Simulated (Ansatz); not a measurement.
Species: sum formula H4SiNO2 (charge 0, doublet). It need not be the lowest isomer of its formula. 
Coordinates optimised at B3LYP-D3(BJ)/def2-TZVP (Ansatz, an electronic-structure program):
```
Si
O 1 1.6581
H 2 0.9607 1 116.45
O 1 1.6581 2 115.94 3 91.30
H 4 0.9607 1 116.45 2 -91.30
N 1 1.7058 2 104.19 3 -154.87
H 6 1.0070 1 121.18 2 42.05
H 6 1.0070 7 112.92 1 -155.92
```
Charge 0, spin multiplicity 2.

Atomisation energy built up term by term with Ansatz (kcal/mol; UHF references for open shells; valence terms freeze the core; atomic spin-orbit terms are left out). Basis-set limits of correlation are two-point, X^-3; Hartree-Fock from the larger set.

```json
[
 {"term": "Hartree-Fock", "basis": "cc-pV(Q+d)Z", "kcal/mol": "479.58"},
 {"term": "CCSD correlation", "basis": "CBS(cc-pV(T+d)Z,cc-pV(Q+d)Z)", "kcal/mol": "___"},
 {"term": "(T)", "basis": "CBS(cc-pV(T+d)Z,cc-pV(Q+d)Z)", "kcal/mol": "___"},
 {"term": "core correlation", "basis": "cc-pwCVTZ", "kcal/mol": "1.36"},
 {"term": "scalar relativity (X2C)", "basis": "cc-pVTZ-DK against cc-pVTZ", "kcal/mol": "-1.59"},
 {"term": "sum: De", "basis": "", "kcal/mol": "___"}
]
```

Q: Complete the blanks.

A: 
- CCSD correlation, kcal/mol: 215.87
- (T), kcal/mol: 14.18
- sum: De, kcal/mol: 709.4
